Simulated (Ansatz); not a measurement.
`CC([SiH3])[AsH2]` → `[SiH3]C[AsH2]` + `[CH2]` (triplet) at 600 K and 1 bar (formal loss of a carbene).

Gas-phase electronic energies from Ansatz, PBE0-D4/def2-TZVP geometries. CBS: MP2 limit from def2 TZ/QZ plus the TZ coupled-cluster correction, frozen cores. This one scheme is used for every species. Triplets are unrestricted, without spin–orbit coupling. For As outer-core shells are correlated without core-valence functions, which leaves a few kJ/mol of doubt a bond. Scalar relativity is left out up to krypton.

```json
{"species": "`CC([SiH3])[AsH2]`", "CCSD(T)/CBS energy (Eh)": "-2605.59429", "H − E (kJ/mol)": "320.7", "S (J/(mol·K))": "461.4"}
{"species": "`[SiH3]C[AsH2]`", "CCSD(T)/CBS energy (Eh)": "-2566.33655", "H − E (kJ/mol)": "233.3", "S (J/(mol·K))": "410.7"}
{"species": "`[CH2]` (triplet)", "CCSD(T)/CBS energy (Eh)": "-39.09499", "H − E (kJ/mol)": "66.5", "S (J/(mol·K))": "220.8"}
```

H − E and S are ideal-gas, rigid-rotor, harmonic terms from PBE0-D4/def2-TZVP, for one conformer and one mirror image of each species, with the whole ground term of open shells counted as degenerate. 1 Eh = 2625.50 kJ/mol, R = 8.31446 J/(mol·K).

Q: By hand: ΔE, ΔH, ΔS and ΔG.

A: ΔE = (-2566.33655) + (-39.09499) − (-2605.59429) = 0.16275 Eh = 427.3 kJ/mol. Δ(H − E) = 233.3 + 66.5 − 320.7 = -20.9, so ΔH = 406.4 kJ/mol. ΔS = 410.7 + 220.8 − 461.4 = 170.1 J/(mol·K). ΔG = 406.4 − 600 × (170.1)/1000 = 304.3 kJ/mol.

Q: By hand: the equilibrium constant, and the temperature at which ΔG would vanish if ΔH and ΔS stayed fixed.

A: log₁₀ K = −ΔG/(RT ln 10) = -26.5. ΔG = 0 at ΔH/ΔS = 2389 K.

The number of gas molecules changes by +1, which sets the sign of ΔS. A doubt of 5 kJ/mol in ΔE shifts log₁₀ K by 0.4 here. Other conformers and mirror images would add mixing entropy, several J/(mol·K) or more a flexible species. A triplet takes part, so the spin changes. These are equilibria of isolated gas molecules and say nothing of rates. Largest T1 diagnostic: 0.011 (customary marks: 0.02 for closed shells, 0.045 for open ones).
